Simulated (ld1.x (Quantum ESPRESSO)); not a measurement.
## Ranking PAW potentials for B (Z = 5)

All share these settings but for the change named:

```json
{"Element": "boron", "Generator": "ld1.x (Quantum ESPRESSO) 7.5", "Type": "PAW", "Functional": "LDA (PZ)", "Relativity": "non-relativistic", "Frozen core": "[He]", "Valence charge": "3", "Reference configuration": "2s2 2p1", "Partial waves": "2s (bound): rcut 1.20, rcutus 1.40 bohr; 2s channel at -0.3 Ry: rcut 1.20, rcutus 1.40 bohr; 2p (bound): rcut 3.45, rcutus 3.85 bohr; 2p channel at 0.45 Ry: rcut 3.45, rcutus 3.85 bohr", "Local potential": "all-electron potential smoothed inside 2.10 bohr (lloc = -2)", "Core correction": "Bessel-smoothed model core inside 1.45 bohr", "Augmentation charge": "PSQ, inside the norm-conserving radii"}
```

Test errors are all-electron minus pseudo excitation energies from the reference, over 2s2 2p0; 2s1 2p0; 2s2 2p0.5; 2s2 2p1.3; 2s0 2p3; 2s1 2p2; 2s1 2p1. None of these files shows a bound ghost.

The base gives 28.0 meV.

Of 12 variants that were run, those that failed, showed a ghost or another fault, or gave nearly equal values are left out.

A variant can come out equal or close to the base, since the largest error may sit in a test that the change hardly touches while other tests move.

Rank these variants by their largest absolute test error, smallest first.
A. scalar-relativistic
B. functional PBE
C. wave 2s channel at -0.3 Ry: rcut 1.20, rcutus 1.40 bohr becomes 2s channel at 3.2 Ry: rcut 1.20, rcutus 1.40 bohr
D. type TM; waves now 2s (bound): rc 1.40 bohr; 2p (bound): rc 3.85 bohr; local potential all-electron potential smoothed inside 3.35 bohr (lloc = -2)

B (14.3 meV), C (16.4 meV), A (28.2 meV), D (572.1 meV).
